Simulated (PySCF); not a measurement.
C₃H₉SeSi (SMILES C[Si](C)(C)[Se]), doublet, geometry from GFN2-xTB; DF-M06L/6-311G** run with PySCF.

Input for PySCF:
```python
from pyscf import gto, scf, dft

mol = gto.Mole()
mol.atom = '''
    C    -0.76446931    1.38227735   -1.66547708
    Si   -0.19635877   -0.20186911   -0.77004154
    C     1.35620887   -0.93436835   -1.59892814
    C    -1.60254119   -1.48707637   -0.69955950
    Se    0.35592034    0.36590839    1.39577896
    H    -1.03758786    1.17054236   -2.69410661
    H    -1.62721545    1.81949401   -1.17220591
    H     0.02454878    2.12805111   -1.67429123
    H     1.70101109   -1.81628711   -1.06776293
    H     1.15062495   -1.21987870   -2.62543836
    H     2.16887662   -0.21442966   -1.60700013
    H    -1.90234878   -1.79018813   -1.69742864
    H    -2.47463344   -1.08185854   -0.19551649
    H    -1.29073474   -2.37515889   -0.15836460
'''
mol.basis = '6-311g**'
mol.spin = 1
mol.verbose = 4
mol.build()

mf = dft.UKS(mol)
mf.xc = 'm06l'
mf.grids.atom_grid = (50, 194)
mf = mf.density_fit(auxbasis='def2-universal-jkfit')
mf.kernel()
mf.analyze()
```

What the program printed (banner, timings and long lists left out):

```
PySCF version 2.14.0

[INPUT] verbose = 4
[INPUT] num. atoms = 14
[INPUT] num. electrons = 75
[INPUT] charge = 0
[INPUT] spin (= nelec alpha-beta = 2S) = 1
[INPUT] symmetry False subgroup None
[INPUT] Mole.unit = angstrom
[INPUT] Symbol           X                Y                Z      unit          X                Y                Z       unit  Magmom
[...]
nuclear repulsion = 410.136009715616
number of shells = 90
number of NR pGTOs = 294
number of NR cGTOs = 178
basis = 6-311g**
ecp = {}

******** <class 'pyscf.df.df_jk.DFUKS'> ********
method = DFUKS
initial guess = minao
damping factor = 0
level_shift factor = 0
DIIS = <class 'pyscf.scf.diis.CDIIS'>
diis_start_cycle = 1
diis_space = 8
diis_damp = 0
SCF conv_tol = 1e-09
SCF conv_tol_grad = None
SCF max_cycles = 50
direct_scf = False
number electrons alpha = 38  beta = 37
XC library pyscf.dft.libxc version 7.1.2
    S. Lehtola, C. Steigemann, M. J. T. Oliveira, and M. A. L. Marques,  SoftwareX 7, 1–5 (2018)
XC functionals = m06l
    Y. Zhao and D. G. Truhlar,  J. Chem. Phys. 125, 194101 (2006)
    Y. Zhao and D. G. Truhlar,  J. Chem. Phys. 125, 194101 (2006)
    Y. Zhao and D. G. Truhlar,  Theor. Chem. Acc. 120, 215 (2008)
radial grids:
    Treutler-Ahlrichs [JCP 102, 346 (1995); DOI:10.1063/1.469408] (M4) radial grids

becke partition: Becke, JCP 88, 2547 (1988); DOI:10.1063/1.454033
pruning grids: <function nwchem_prune>
grids dens level: 3
symmetrized grids: False
atomic radii adjust function: <function treutler_atomic_radii_adjust>
User specified grid scheme (50, 194)
small_rho_cutoff = 0
Set gradient conv threshold to 3.16228e-05
tot grids = 92136
init E= -2807.76316419405

cycle= 1 E= -2810.577216037  delta_E= -2.81  |g|= 1.29  |ddm|= 2.04
cycle= 2 E= -2810.34624564403  delta_E= 0.231  |g|= 0.905  |ddm|= 0.963
cycle= 3 E= -2810.54818602166  delta_E= -0.202  |g|= 0.552  |ddm|=  1.2
cycle= 4 E= -2810.71158529161  delta_E= -0.163  |g|= 0.0958  |ddm|= 0.745
cycle= 5 E= -2810.71611717921  delta_E= -0.00453  |g|= 0.0441  |ddm|= 0.161
cycle= 6 E= -2810.71721824488  delta_E= -0.0011  |g|= 0.00778  |ddm|= 0.0581
cycle= 7 E= -2810.71725349846  delta_E= -3.53e-05  |g|= 0.0026  |ddm|= 0.0144
cycle= 8 E= -2810.71725790657  delta_E= -4.41e-06  |g|= 0.00121  |ddm|= 0.00475
cycle= 9 E= -2810.71725862074  delta_E= -7.14e-07  |g|= 0.000439  |ddm|= 0.00153
cycle= 10 E= -2810.71725873321  delta_E= -1.12e-07  |g|= 9.38e-05  |ddm|= 0.000631
cycle= 11 E= -2810.71725874043  delta_E= -7.23e-09  |g|= 3.49e-05  |ddm|= 0.000222
cycle= 12 E= -2810.71725874279  delta_E= -2.36e-09  |g|= 2.02e-05  |ddm|= 0.000169
cycle= 13 E= -2810.71725874471  delta_E= -1.92e-09  |g|= 1.88e-05  |ddm|= 0.000185
cycle= 14 E= -2810.7172587461  delta_E= -1.38e-09  |g|= 1.73e-05  |ddm|= 0.000133
cycle= 15 E= -2810.71725874824  delta_E= -2.15e-09  |g|= 1.76e-05  |ddm|= 0.000212
cycle= 16 E= -2810.71725875023  delta_E= -1.98e-09  |g|= 1.72e-05  |ddm|= 0.000195
cycle= 17 E= -2810.71725875883  delta_E= -8.6e-09  |g|= 1.7e-05  |ddm|= 0.00087
cycle= 18 E= -2810.71725879594  delta_E= -3.71e-08  |g|= 1.59e-05  |ddm|= 0.00408
cycle= 19 E= -2810.71725885528  delta_E= -5.93e-08  |g|= 1.68e-05  |ddm|= 0.00848
cycle= 20 E= -2810.71725885544  delta_E= -1.62e-10  |g|= 1.41e-05  |ddm|= 1.81e-05
Extra cycle  E= -2810.71725885607  delta_E= -6.32e-10  |g|= 1.13e-05  |ddm|= 0.000103
converged SCF energy = -2810.71725885607  <S^2> = 0.75377705  2S+1 = 2.0037735
**** SCF Summaries ****
Total Energy =                       -2810.717258856072476
Nuclear Repulsion Energy =             410.136009715615501
One-electron Energy =                -4722.504060421124450
Two-electron Energy =                 1501.650791849436018
Two-electron Coulomb Energy =         1629.423929527866221
DFT Exchange-Correlation Energy =     -127.773137678430118
**** MO energy ****
                             alpha | beta                alpha | beta
[...]
To work with the spin densities directly, `use mulliken_meta_spin()` only printing them here.

 ** Mulliken spin pop alpha/beta on meta-lowdin orthogonal AOs **
 ** Mulliken Spin Density (per AO)  **
spin_pop of  0 C 1s       -0.00000
spin_pop of  0 C 2s        0.00432
spin_pop of  0 C 3s        0.00007
spin_pop of  0 C 4s        0.00000
spin_pop of  0 C 2px       0.00179
spin_pop of  0 C 2py       0.01061
spin_pop of  0 C 2pz       0.00675
spin_pop of  0 C 3px      -0.00003
spin_pop of  0 C 3py       0.00012
spin_pop of  0 C 3pz      -0.00002
spin_pop of  0 C 4px       0.00000
spin_pop of  0 C 4py       0.00003
spin_pop of  0 C 4pz       0.00000
spin_pop of  0 C 3dxy      0.00001
spin_pop of  0 C 3dyz      0.00002
spin_pop of  0 C 3dz^2     0.00004
spin_pop of  0 C 3dxz      0.00001
spin_pop of  0 C 3dx2-y2    0.00003
spin_pop of  1 Si 1s        0.00000
spin_pop of  1 Si 2s       -0.00000
spin_pop of  1 Si 3s       -0.00495
spin_pop of  1 Si 4s       -0.00003
spin_pop of  1 Si 5s       -0.00000
spin_pop of  1 Si 6s       -0.00001
spin_pop of  1 Si 2px      -0.00000
spin_pop of  1 Si 2py      -0.00000
spin_pop of  1 Si 2pz      -0.00000
spin_pop of  1 Si 3px      -0.00487
spin_pop of  1 Si 3py      -0.00490
spin_pop of  1 Si 3pz      -0.01301
spin_pop of  1 Si 4px       0.00013
spin_pop of  1 Si 4py       0.00013
spin_pop of  1 Si 4pz      -0.00039
spin_pop of  1 Si 5px       0.00009
spin_pop of  1 Si 5py       0.00010
spin_pop of  1 Si 5pz       0.00002
spin_pop of  1 Si 6px       0.00000
spin_pop of  1 Si 6py       0.00000
spin_pop of  1 Si 6pz      -0.00000
spin_pop of  1 Si 3dxy     -0.00003
spin_pop of  1 Si 3dyz      0.00126
spin_pop of  1 Si 3dz^2    -0.00036
spin_pop of  1 Si 3dxz      0.00121
spin_pop of  1 Si 3dx2-y2   -0.00001
spin_pop of  2 C 1s       -0.00000
spin_pop of  2 C 2s        0.00489
spin_pop of  2 C 3s        0.00008
spin_pop of  2 C 4s        0.00000
spin_pop of  2 C 2px       0.01160
spin_pop of  2 C 2py       0.00307
spin_pop of  2 C 2pz       0.00666
spin_pop of  2 C 3px       0.00015
spin_pop of  2 C 3py      -0.00004
[...]
spin_pop of  2 C 4pz       0.00000
spin_pop of  2 C 3dxy      0.00002
spin_pop of  2 C 3dyz      0.00001
spin_pop of  2 C 3dz^2     0.00004
spin_pop of  2 C 3dxz      0.00002
spin_pop of  2 C 3dx2-y2    0.00003
spin_pop of  3 C 1s       -0.00000
spin_pop of  3 C 2s       -0.00057
spin_pop of  3 C 3s       -0.00003
spin_pop of  3 C 4s       -0.00000
spin_pop of  3 C 2px      -0.00046
spin_pop of  3 C 2py       0.00003
spin_pop of  3 C 2pz       0.00004
spin_pop of  3 C 3px      -0.00000
spin_pop of  3 C 3py       0.00001
spin_pop of  3 C 3pz      -0.00003
spin_pop of  3 C 4px      -0.00000
spin_pop of  3 C 4py      -0.00000
spin_pop of  3 C 4pz      -0.00000
spin_pop of  3 C 3dxy     -0.00000
spin_pop of  3 C 3dyz     -0.00000
spin_pop of  3 C 3dz^2    -0.00000
spin_pop of  3 C 3dxz     -0.00000
spin_pop of  3 C 3dx2-y2    0.00000
spin_pop of  4 Se 1s       -0.00000
spin_pop of  4 Se 2s       -0.00000
spin_pop of  4 Se 3s        0.00001
spin_pop of  4 Se 4s        0.00711
spin_pop of  4 Se 5s       -0.00039
spin_pop of  4 Se 6s        0.00002
spin_pop of  4 Se 7s       -0.00001
spin_pop of  4 Se 8s        0.00002
spin_pop of  4 Se 2px       0.00000
spin_pop of  4 Se 2py       0.00000
spin_pop of  4 Se 2pz       0.00000
spin_pop of  4 Se 3px       0.00003
spin_pop of  4 Se 3py       0.00002
spin_pop of  4 Se 3pz       0.00000
spin_pop of  4 Se 4px       0.47941
spin_pop of  4 Se 4py       0.47390
spin_pop of  4 Se 4pz       0.01291
spin_pop of  4 Se 5px      -0.00005
spin_pop of  4 Se 5py      -0.00005
spin_pop of  4 Se 5pz       0.00023
spin_pop of  4 Se 6px       0.00001
spin_pop of  4 Se 6py       0.00001
spin_pop of  4 Se 6pz       0.00001
spin_pop of  4 Se 7px       0.00005
spin_pop of  4 Se 7py       0.00005
spin_pop of  4 Se 7pz       0.00009
spin_pop of  4 Se 8px       0.00000
spin_pop of  4 Se 8py       0.00000
spin_pop of  4 Se 8pz      -0.00000
spin_pop of  4 Se 3dxy     -0.00005
spin_pop of  4 Se 3dyz     -0.00003
spin_pop of  4 Se 3dz^2    -0.00003
spin_pop of  4 Se 3dxz     -0.00003
spin_pop of  4 Se 3dx2-y2   -0.00006
spin_pop of  4 Se 4dxy      0.00064
spin_pop of  4 Se 4dyz      0.00079
spin_pop of  4 Se 4dz^2     0.00041
spin_pop of  4 Se 4dxz      0.00081
spin_pop of  4 Se 4dx2-y2    0.00032
spin_pop of  4 Se 5dxy     -0.00000
spin_pop of  4 Se 5dyz      0.00001
spin_pop of  4 Se 5dz^2     0.00001
spin_pop of  4 Se 5dxz      0.00001
spin_pop of  4 Se 5dx2-y2    0.00001
spin_pop of  5 H 1s        0.00269
spin_pop of  5 H 2s        0.00001
spin_pop of  5 H 3s        0.00001
spin_pop of  5 H 2px      -0.00000
spin_pop of  5 H 2py       0.00001
spin_pop of  5 H 2pz      -0.00000
spin_pop of  6 H 1s       -0.00160
spin_pop of  6 H 2s        0.00016
spin_pop of  6 H 3s        0.00001
spin_pop of  6 H 2px      -0.00000
spin_pop of  6 H 2py      -0.00000
spin_pop of  6 H 2pz      -0.00000
spin_pop of  7 H 1s       -0.00079
spin_pop of  7 H 2s        0.00001
spin_pop of  7 H 3s        0.00000
spin_pop of  7 H 2px      -0.00000
spin_pop of  7 H 2py       0.00001
spin_pop of  7 H 2pz       0.00000
spin_pop of  8 H 1s       -0.00172
spin_pop of  8 H 2s        0.00016
spin_pop of  8 H 3s        0.00001
spin_pop of  8 H 2px      -0.00000
spin_pop of  8 H 2py      -0.00000
spin_pop of  8 H 2pz      -0.00000
spin_pop of  9 H 1s        0.00307
spin_pop of  9 H 2s        0.00001
spin_pop of  9 H 3s        0.00001
spin_pop of  9 H 2px       0.00001
spin_pop of  9 H 2py      -0.00000
spin_pop of  9 H 2pz      -0.00000
spin_pop of  10 H 1s       -0.00093
spin_pop of  10 H 2s        0.00001
spin_pop of  10 H 3s        0.00000
spin_pop of  10 H 2px       0.00001
spin_pop of  10 H 2py      -0.00000
spin_pop of  10 H 2pz      -0.00000
spin_pop of  11 H 1s       -0.00071
spin_pop of  11 H 2s       -0.00003
spin_pop of  11 H 3s       -0.00000
spin_pop of  11 H 2px       0.00000
spin_pop of  11 H 2py       0.00000
spin_pop of  11 H 2pz      -0.00000
spin_pop of  12 H 1s       -0.00016
spin_pop of  12 H 2s        0.00003
spin_pop of  12 H 3s        0.00000
spin_pop of  12 H 2px       0.00000
spin_pop of  12 H 2py       0.00000
spin_pop of  12 H 2pz       0.00000
spin_pop of  13 H 1s       -0.00010
spin_pop of  13 H 2s        0.00002
spin_pop of  13 H 3s        0.00000
spin_pop of  13 H 2px       0.00000
spin_pop of  13 H 2py       0.00000
spin_pop of  13 H 2pz       0.00000
 ** Mulliken Spin Density (per atom)  **
spin density of  0 C =      0.02375
spin density of  1 Si =     -0.02561
spin density of  2 C =      0.02655
spin density of  3 C =     -0.00103
spin density of  4 Se =      0.97618
spin density of  5 H =      0.00271
spin density of  6 H =     -0.00144
spin density of  7 H =     -0.00077
spin density of  8 H =     -0.00156
spin density of  9 H =      0.00310
spin density of  10 H =     -0.00092
spin density of  11 H =     -0.00074
spin density of  12 H =     -0.00013
spin density of  13 H =     -0.00008
 ** Mulliken pop alpha/beta on meta-lowdin orthogonal AOs **
 ** Mulliken pop       alpha | beta **
In total            38.00000 | 37.00000
 ** Mulliken atomic charges   ( Nelec_alpha | Nelec_beta ) **
charge of  0C =     -0.57690  (     3.30032      3.27657 )
charge of  1Si =      0.83355  (     6.57042      6.59603 )
charge of  2C =     -0.57696  (     3.30175      3.27521 )
charge of  3C =     -0.58526  (     3.29212      3.29315 )
charge of  4Se =     -0.21602  (    17.59610     16.61992 )
charge of  5H =      0.12370  (     0.43951      0.43680 )
charge of  6H =      0.12444  (     0.43706      0.43850 )
charge of  7H =      0.12750  (     0.43586      0.43664 )
charge of  8H =      0.12537  (     0.43654      0.43809 )
charge of  9H =      0.12497  (     0.43907      0.43596 )
charge of  10H =      0.12810  (     0.43549      0.43641 )
charge of  11H =      0.11769  (     0.44078      0.44153 )
charge of  12H =      0.12481  (     0.43753      0.43766 )
charge of  13H =      0.12502  (     0.43745      0.43753 )
Dipole moment(X, Y, Z, Debye): -0.39542, -0.44946, -1.99706
```
